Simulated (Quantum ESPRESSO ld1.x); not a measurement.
Values are calculated unless marked as measured or tabulated.
Problem. The aim is the ytterbium ion Yb+ in [Xe] 4f14 6s1. This ld1.x (Quantum ESPRESSO 7.5) run was made with `OMP_NUM_THREADS=1 ld1.x < ld1.in > ld1.out`. Can the result be used? Name any fault.

```
 &input
    zed=70.0,
    iswitch=1,
    rel=2,
    dft='BLYP',
    config='[Xe] 4f14 6s1 8s1',
    lsmall=.true.,
    prefix='ld1',
    max_out_wfc=37,
    file_charge='ld1.rho',
 /
```

Output (excerpt):

```
     Program LD1 v.7.5 starts

 %%%%%%%%%%%%%%%%%%%%%%%%%%%%%%%%%%%%%%%%%%%%%%%%%%%%%%%%%%%%%%%%%%%%%%%%%%%%%%
     Error in routine el_config (14):
     wrong main quantum number
 %%%%%%%%%%%%%%%%%%%%%%%%%%%%%%%%%%%%%%%%%%%%%%%%%%%%%%%%%%%%%%%%%%%%%%%%%%%%%%

     stopping ...
```

Solution. No (refused). The line at issue: config='[Xe] 4f14 6s1 8s1'. The program stops in el_config with "wrong main quantum number": the config string takes n from 1 to 7 alone. The sound input gives -14076.62 hartree.
